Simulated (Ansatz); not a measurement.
The first iterations of a band of BF2H + ClH (6 atoms, charge 0, multiplicity 1).

These are results of Ansatz, RKS PBE0-D4/def2-SVPD, not measurements.

```json
{
 "movable images": "7",
 "climbing image": "yes",
 "spring": "5.0 eV/Å²",
 "optimiser": "quadratic models (default)",
 "start path": "through a guess of the saddle point",
 "force threshold": "0.5 eV/Å",
 "iteration limit": "60",
 "end points": "relaxed"
}
```

First end point:

```xyz
6
Properties=species:S:1:pos:R:3
B -0.010 -0.357 -0.079
F 0.005 -0.682 1.204
F 1.148 -0.305 -0.706
H -1.042 -0.179 -0.658
Cl 0.040 2.592 0.910
H 0.119 2.045 2.075
```

Last end point:

```xyz
6
Properties=species:S:1:pos:R:3
B 0.008 0.460 -0.411
F 0.019 -0.091 2.064
F 1.148 -0.144 -0.649
H -1.043 -0.098 -0.535
Cl 0.054 2.191 -0.041
H 0.074 0.796 2.318
```

| iteration | highest image above the first end (eV) | largest band force component (eV/Å) |
| --- | --- | --- |
| 1 | 2.345 | 5.665 |
| 2 | 1.251 | 3.353 |

Does the band converge within its limit, and where does its top end?

It converged. It ended after 7 iterations with the highest image 1.065 eV above the first end. The threshold of 0.5 eV/Å is loose, so the images may lie well off the minimum-energy path. The order of the stationary point at the top wasn't checked. The orbitals stay closed-shell, which can raise the energy where a bond breaks towards radicals; this wasn't checked here.

Time of the run: 77 s on 2 threads of Arm Neoverse V2, on a shared host, peak memory 0.21 GiB.
